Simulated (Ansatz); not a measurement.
Mulliken charges of CH5FGeSSi (`[F][GeH]1[CH2][SiH2][S]1`) from B3LYP/def2-TZVPP in Ansatz (PBE0-D4/def2-TZVP geometry).

```tsv
atom	x (Å)	y (Å)	z (Å)	charge (e)
F1	-0.953	1.034	2.291	-0.379
Ge2	-1.027	-0.099	0.972	0.678
C3	0.772	-0.509	0.333	-0.442
Si4	0.467	0.370	-1.308	0.375
S5	-1.578	0.934	-0.916	-0.374
H6	-2.008	-1.183	1.437	0.000
H7	1.532	-0.043	0.962	0.137
H8	0.975	-1.577	0.250	0.130
H9	0.563	-0.528	-2.487	-0.064
H10	1.338	1.551	-1.530	-0.062
```

By hand: the dipole of these point charges (1 e Å = 4.8032 D).

Σ q r = (0.307, -0.718, -0.086) e Å, of length 0.786 e Å = 3.78 D.

How does the dipole of the full density compare? (Estimate.)

Computed: (0.309, -0.473, -0.135) e Å, 2.79 D; the point charges give 1.35 times that, at 12° from its direction.

Point charges leave out the atoms' own dipoles, such as those of lone pairs, and Mulliken's split depends on the basis, so the two needn't agree.

B3LYP here is the variant with VWN-RPA as its local correlation; programs differ in this.
